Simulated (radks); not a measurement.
Spherical jellium clusters: N electrons in a uniform positive sphere of charge N and radius rs N^(1/3), rs = 3.93 bohr. Method: non-relativistic Kohn-Sham, exchange-only LDA, spin-polarised, spherical densities; computed with a radial shooting solver with Libxc functionals. Levels are named by radial order and angular momentum (1s, 1p, 1d, 2s, ...), and open shells are averaged over m.

N = 21, configuration 1s2 1p6 1d10 2s2 1f(up 1, down 0). This is the lowest configuration that the search found. Occupied and some empty levels:

| level | occupation | eigenvalue (eV) | <r> (bohr) |
|---|---|---|---|
| 1s up | 1 | -4.4390 | 6.952 |
| 1s down | 1 | -4.3891 | 6.759 |
| 1p up | 3 | -3.7117 | 8.091 |
| 1p down | 3 | -3.6185 | 7.972 |
| 1d up | 5 | -2.7607 | 8.964 |
| 1d down | 5 | -2.6385 | 8.893 |
| 2s up | 1 | -2.1943 | 7.537 |
| 2s down | 1 | -2.1396 | 7.571 |
| 1f up | 1 | -1.6486 | 9.809 |
| 1f down | 0 | -1.5089 | 9.782 |
| 2p up | 0 | -1.0525 | 9.826 |
| 2p down | 0 | -0.98228 | 9.829 |
| 1g up | 0 | -0.44405 | 10.90 |
| 1g down | 0 | -0.29982 | 10.97 |
| 2d up | 0 | -0.16345 | 14.12 |
| 2d down | 0 | -0.095587 | 14.60 |

Energy (eV): total -21.9931, kinetic 36.109, external -1304.7, Hartree 642.09, exchange-correlation -59.512, background 664.06.
